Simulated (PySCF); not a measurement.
**Electronic structure of Al⁺ (aluminium, charge +1) at the UHF level**

Configuration: [Ne] 3s2, closed-shell 1S. Calculation: PySCF 2.14, in aug-cc-pV(D+d)Z (5s4p3d, 32 functions); no relativity, point nucleus.

- Total energy: -241.668532 hartree
- One-electron energy: -332.7894 hartree
- Hartree (Coulomb) energy: 109.0079 hartree
- Exchange energy: -17.8870 hartree
- Kinetic energy: 241.57627 hartree
- ⟨S²⟩: 0.0000
- ⟨L²⟩: 0.000
- Sum of ⟨r⟩: 9.955 bohr
- Sum of ⟨r²⟩: 17.36 bohr²
- Density at the nucleus (Gaussians lack the cusp): 1360 bohr⁻³
- Langevin diamagnetic susceptibility: -13.7 ×10⁻⁶ cm³/mol

```
shell  electrons  mean orbital energy (hartree)  rms radius, mean of both spins (bohr)
   1s          2                      -58.82023                                  0.139
   2s          2                       -5.22084                                  0.677
   2p          6                       -3.52676                                  0.674
   3s          2                       -0.65248                                   2.61
```
